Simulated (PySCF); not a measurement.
Calculated molecular-ion clusters (M+•, centroid m/z and relative intensity) of several compounds:

1. 121.0522 (100.0), 122.0553 (8.1), 123.0576 (0.5)
2. 145.0192 (100.0), 146.0218 (6.7), 147.0160 (5.1)
3. 143.0741 (100.0), 144.0772 (8.1), 145.0795 (0.5)

Lines and terms under 0.3 % are left out. Candidates, as SMILES:
A. `CC1=C(C=O)C=NC=C1`
B. `c1c(occ1N)[S@](=O)C`
C. `CCO[C@@H]1C[C@H](C#N)[C@H]1F`

Problem. Match clusters and compounds, and give each formula.

Solution. 
1 = A, C7H7NO, monoisotopic mass of the neutral 121.0528 u; relative to that species, one 13C gives 7.6 % at +1 and one 15N gives 0.4 % at +1.
2 = B, C5H7NO2S, monoisotopic mass of the neutral 145.0197 u; relative to that species, one 13C gives 5.4 % at +1, one 33S gives 0.8 % at +1, one 15N gives 0.4 % at +1, one 34S gives 4.5 % at +2 and one 18O gives 0.4 % at +2.
3 = C, C7H10FNO, monoisotopic mass of the neutral 143.0746 u; relative to that species, one 13C gives 7.6 % at +1 and one 15N gives 0.4 % at +1.

Problem. What is the mean mass of the whole cluster 3, and how does it compare with the molar mass?

Solution. 143.159 u over all lines, faint ones too (the ion lacks one electron, 0.0005 u); standard atomic weights give 143.161 g/mol for C7H10FNO.

Problem. Give the exact less the nominal mass of each, in mDa.

Solution. C7H7NO +52.8, C5H7NO2S +19.7, C7H10FNO +74.6 (neutral, monoisotopic).

Abundances used (%; other tables differ somewhat): 12C 98.93, 13C 1.07; 14N 99.632, 15N 0.368; 16O 99.757, 17O 0.038, 18O 0.205; 1H 99.9885, 2H 0.0115; 32S 94.93, 33S 0.76, 34S 4.29, 36S 0.02.
